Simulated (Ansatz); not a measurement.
Gas-phase reaction in SMILES: C=C([SiH2]Cl)[SiH2]Cl + 2 C (CH4) + 2 [SiH4] (SiH4) -> C=C (C2H4) [ethene] + 2 C[SiH3] [methylsilane] + 2 [SiH3]Cl [chlorosilane]
Each molecule is optimised on its own at B3LYP-D3(BJ)/def2-TZVP (Ansatz, a quantum-chemistry and plane-wave program), one conformer each, not searched for the lowest.

Wanted: bond separation energy (electronic energy difference), in kcal/mol. Correlated levels leave the core frozen unless marked. Spin-orbit coupling is left out. No relativistic terms. CBS marks a two-point X^-3 extrapolation of the correlation energy; Hartree-Fock from the larger set. [CCSD(T)-MP2]/basis is that difference in the basis named.

```tsv
level	program	bond separation energy (kcal/mol)
revPBE-D3(BJ)/def2-TZVPD	Ansatz + dftd3	10.5
PBE0/6-31G*	Ansatz	(withheld)
PBE0/def2-SVP	Ansatz	(withheld)
PBE0/def2-TZVP	Ansatz	(withheld)
r2SCAN0-D4/def2-TZVPD	Ansatz + dftd4	8.8
r2SCAN0/def2-TZVPD	Ansatz	7.7
SCS-MP2/6-31G	Ansatz	11.7
SCS-MP2/aug-cc-pV(T+d)Z	Ansatz	9.8
CCSD/6-31G	Ansatz	11.2
CCSD/cc-pV(D+d)Z	Ansatz	8.5
CCSD(T) with core electrons (1s frozen past Ne)/cc-pwCVTZ	Ansatz	(withheld)
RI-MP2/CBS(cc-pV(T+d)Z,cc-pV(Q+d)Z)+[CCSD(T)-MP2]/cc-pV(T+d)Z	Ansatz	9.2
```

### Question
What belongs in the gaps?

### Answer

- PBE0/6-31G*, bond separation energy (kcal/mol): 9.5
- PBE0/def2-SVP, bond separation energy (kcal/mol): 8.2
- PBE0/def2-TZVP, bond separation energy (kcal/mol): 6.5
- CCSD(T) with core electrons (1s frozen past Ne)/cc-pwCVTZ, bond separation energy (kcal/mol): 9.4
